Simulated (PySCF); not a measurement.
## Identify the compound

The spectra below were simulated for a compound C6H7F4NSi.

¹H NMR (600 MHz, computed): δ 6.94 (m, 1H), 6.80 (m, 1H), 6.16 (m, 2H), 5.12 (s, 3H).

¹³C{¹H} NMR (computed): δ 133.0 (C), 132.2 (C), 130.7 (CH), 125.0 (CH), 120.3 (C), 83.6 (CH2).

Theoretical values (PySCF 2.14): σ from GIAO-PBE0/pcSseg-1, GFN2-xTB structure. No solvent model, equivalent nuclei averaged, a single conformation, non-relativistic Hamiltonian.

Chemical shifts δ = σref − σ; ¹H, ¹³C against TMS, all at this level.

Q: Deduce the structure.

A: 
1. The formula gives 3 degrees of unsaturation (1 ring in the answer).
2. 6 carbon signals for 6 carbons: no two carbons are equivalent.
3. Carbon types of the structure: 3 × C, 2 × CH, 1 × CH2, leaving 3 H on heteroatoms.
4. δC 133.0: CF3 carbon; 3 electronegative neighbours deshield it.
5. δC 132.2, 120.3: substituted aromatic carbon.
6. δC 130.7, 125.0: aromatic CH next to a ring nitrogen.
7. δC 83.6: sp3 CH2 bonded to F, on an aromatic ring; deshielded by the electronegative neighbour.
8. δH 6.94, 6.80: hydrogen on an aromatic CH next to a ring nitrogen; aromatic region.
9. δH 6.16: hydrogen on an sp3 CH2 bonded to F, on an aromatic ring; its carbon carries F, which withdraws density.
10. δH 5.12: hydrogen on a silicon bonded to N.

Structure: SMILES FCc1cn([SiH3])cc1C(F)(F)F.

The shifts were computed for this structure.

Splittings by ¹⁹F in the carbon and heteronuclear signals aren't shown, as no couplings were computed. Shifts are as computed. Against solution values, carbons near 30 ppm lie about +3 ppm off and those near 130 ppm about +5 ppm. Of 1211 compounds with measured shifts, 218 miss one by over three times the rms of a fit or turn the order of signals round; such compounds aren't used in these exercises. No couplings were computed; multiplicities are counted from neighbouring protons, with m where these are inequivalent, close in shift, in a saturated or five-membered ring or joined by F or P, and br s for small geminal =CH2 splittings.
